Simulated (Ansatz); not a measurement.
`C[B](N)[GaH2]` + H₂Te → `C[B]([GaH2])[TeH]` + NH₃ at 600 K and 1 bar (ligand exchange at a B–N bond).

Gas-phase electronic energies from Ansatz, PBE0-D4/def2-TZVP geometries. CCSD(T)/CBS adds triple-zeta CCSD(T) − MP2 to the extrapolated MP2 energy (def2 sets, frozen cores). This one scheme is used for every species. Elements past krypton have def2 core potentials. For Ga, Te outer-core shells are correlated without core-valence functions, which leaves a few kJ/mol of doubt a bond. Scalar relativity is left out up to krypton. Each species was taken in one conformer, which may not be the lowest.

| species | CCSD(T)/CBS energy (Eh) | H − E (kJ/mol) | S (J/(mol·K)) |
| --- | --- | --- | --- |
| `C[B](N)[GaH2]` | -2045.72929 | 275.8 | 443.5 |
| H₂Te | -268.91024 | 52.9 | 255.0 |
| `C[B]([GaH2])[TeH]` | -2258.11451 | 224.3 | 485.6 |
| NH₃ | -56.50880 | 112.4 | 219.5 |

H − E and S are ideal-gas, rigid-rotor, harmonic terms from PBE0-D4/def2-TZVP, for one conformer and one mirror image of each species. 1 Eh = 2625.50 kJ/mol, R = 8.31446 J/(mol·K).

Q: By hand: ΔE, ΔH, ΔS and ΔG.

A: ΔE = (-2258.11451) + (-56.50880) − (-2045.72929) − (-268.91024) = 0.01622 Eh = 42.6 kJ/mol. Δ(H − E) = 224.3 + 112.4 − 275.8 − 52.9 = 8.0, so ΔH = 50.6 kJ/mol. ΔS = 485.6 + 219.5 − 443.5 − 255.0 = 6.6 J/(mol·K). ΔG = 50.6 − 600 × (6.6)/1000 = 46.6 kJ/mol.

Q: By hand: the equilibrium constant, and the temperature at which ΔG would vanish if ΔH and ΔS stayed fixed.

A: log₁₀ K = −ΔG/(RT ln 10) = -4.1. ΔG = 0 at ΔH/ΔS = 7667 K, far beyond where these terms or the molecules hold.

The number of gas molecules stays the same, so ΔS is small and ΔH decides. A doubt of 5 kJ/mol in ΔE shifts log₁₀ K by 0.4 here. Other conformers and mirror images would add mixing entropy, several J/(mol·K) or more a flexible species. These are equilibria of isolated gas molecules and say nothing of rates. Largest T1 diagnostic: 0.014 (customary marks: 0.02 for closed shells, 0.045 for open ones).
